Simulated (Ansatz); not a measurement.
System: C6H7, net charge -1, singlet state. It need not be the lowest isomer of its formula. Whether it binds its extra electron was not tested at this geometry. 
Geometry from a B3LYP-D3(BJ)/def2-TZVP (Ansatz, a quantum-chemistry and plane-wave program) optimisation:
```xyz
13

C     -2.1295     0.2752    -0.1074
C     -0.6452     0.1250    -0.0291
C      0.2920     1.0860     0.1062
C      1.6317     0.4834     0.1388
C      1.6237    -0.8833     0.0270
C      0.1132    -1.1852    -0.0896
H     -2.5410    -0.1230    -1.0466
H     -2.6474    -0.2651     0.6987
H     -2.4328     1.3255    -0.0404
H      0.0718     2.1523     0.1796
H      2.5250     1.1014     0.2436
H     -0.0924    -1.7281    -1.0249
H     -0.1984    -1.8697     0.7142
```
Charge -1, spin multiplicity 1.

Total electronic energies in hartree. Correlated levels leave the core frozen unless marked. Spin-orbit coupling is left out. No relativistic terms. CBS(X,Y): correlation extrapolated as X^-3; Hartree-Fock from the larger set. The bracket is a focal-point correction in the basis named.

The Hartree-Fock reference is unstable (checked in the largest basis), which strains HF and MP2. 

| level | program | energy (Eh) |
|---|---|---|
| RI-HF/cc-pVTZ | Ansatz | -231.23777 |
| PBE-D3(BJ)/def2-TZVPD | Ansatz + dftd3 | -232.54608 |
| PBE-D4/def2-TZVPD | Ansatz + dftd4 | -232.54745 |
| BLYP-D4/def2-TZVPD | Ansatz + dftd4 | -232.76212 |
| r2SCAN/def2-TZVPD | Ansatz | -232.70347 |
| B3LYP-D4/def2-TZVPD | Ansatz + dftd4 | -232.87534 |
| PBE0/STO-3G | Ansatz | -229.53261 |
| PBE0-D3(BJ)/def2-TZVP | Ansatz + dftd3 | -232.56503 |
| CAM-B3LYP-D4/def2-TZVPD | Ansatz + dftd4 | -232.72011 |
| wB97X-V/def2-TZVPD | Ansatz | -232.77956 |
| B2GP-PLYP/def2-TZVPD | Ansatz | -232.57751 |
| B2PLYP-D3(BJ)/def2-TZVPD | Ansatz + dftd3 | -232.63572 |
| B2PLYP-D4/def2-TZVPD | Ansatz + dftd4 | -232.63584 |
| MP2/cc-pVDZ | Ansatz | -231.98760 |
| MP2/cc-pVQZ | Ansatz | -232.30923 |
| SCS-MP2/cc-pVQZ | Ansatz | -232.30417 |
| CCSD/6-31G* | Ansatz | -231.96438 |
| CCSD/cc-pVDZ | Ansatz | -232.03980 |
| CCSD/aug-cc-pVTZ | Ansatz | -232.28723 |
| CCSD(T)/6-31G | Ansatz | -231.65681 |
| CCSD(T)/aug-cc-pVDZ | Ansatz | -232.13522 |
| CCSD(T)/cc-pVTZ | Ansatz | -232.31681 |
| RI-MP2/CBS(aug-cc-pVTZ,aug-cc-pVQZ)+[CCSD(T)-MP2]/aug-cc-pVTZ | Ansatz | -232.4463 |

Totals of different functionals don't rank their quality; only differences between species are comparable.
